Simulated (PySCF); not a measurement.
**C₆ coefficients of unlike pairs at PBE0**

Calculated with PySCF 2.14 from the dipole response of each species, C₆(A,B) = (3/π) ∫ α_A(iu) α_B(iu) du, in atomic units, from isotropic polarisabilities. For ions this is the dispersion term alone; charge-induced terms of lower order in 1/R come first.

| species | configuration | basis | relativity | α (bohr³) | C₆ (like pair) |
| --- | --- | --- | --- | --- | --- |
| Ne⁺ | [He] 2s2 2p5 (2P) | dyall-av3z (15s9p3d2f) | spin-free X2C | 1.305 | 2.296 |
| Br²⁺ | [Ar] 3d10 4s2 4p3 (4S) | aug-cc-pV5Z-PP with ECP10MDF (8s7p6d4f3g2h) | core potential | 8.306 | 39.88 |
| Cl²⁺ | [Ne] 3s2 3p3 (4S) | aug-cc-pwCVQZ (10s9p7d5f3g) | none | 5.869 | 20.87 |
| Cu | [Ar] 3d10 4s1 (2S) | aug-cc-pVTZ-PP with ECP10MDF (6s6p5d3f2g) | core potential | 45.08 | 274.9 |

Q: Estimate C₆ for Cu with Br²⁺.

A: The integral gives 88.34. The combination rule 2 C_A C_B / (C_A α_B/α_A + C_B α_A/α_B) gives 82.10 and the geometric mean 104.7.

No spin-orbit coupling is included.

The other pairs:

```tsv
pair	C₆
Cl²⁺, Ne⁺	6.423
Cu, Cl²⁺	63.22
Cl²⁺, Br²⁺	28.84
Br²⁺, Ne⁺	8.819
Cu, Ne⁺	16.95
```
